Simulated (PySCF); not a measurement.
Cd(I)2 anion (CdI2), SMILES [I][Cd][I] (connectivity only; charge and spin as stated), charge -1, multiplicity 2.

The structure is a stationary point at PBE-D3(BJ)/def2-SVPD. The multiplicity is an assumed one; other spin states were not compared. The isomer is the one that the SMILES or the coordinates give; other isomers of the formula were not compared. The def2 effective core potentials stand for the cores of Cd, I; spin–orbit coupling is left out.

Level of theory: IEF-PCM-B3LYP/def2-SVPD (PySCF).

The values are the electrostatic part of the solvation free energy, E(continuum) − E(gas) at the gas-phase geometry, in a cavity of scaled van der Waals radii (PySCF's table); cavitation and dispersion terms are not included. A continuum can't describe solvent molecules that bind to the metal.

| solvent | ε | ΔG(elec) (kcal/mol) |
|---|---|---|
| water | 78.36 | ___ |
| dimethylsulfoxide | 46.83 | -44.6 |
| dichloromethane | 8.93 | -40.0 |

Complete the blanks. (The exact figures need the calculation; the answer reports its results.)


- water, ΔG(elec) (kcal/mol): -45.1
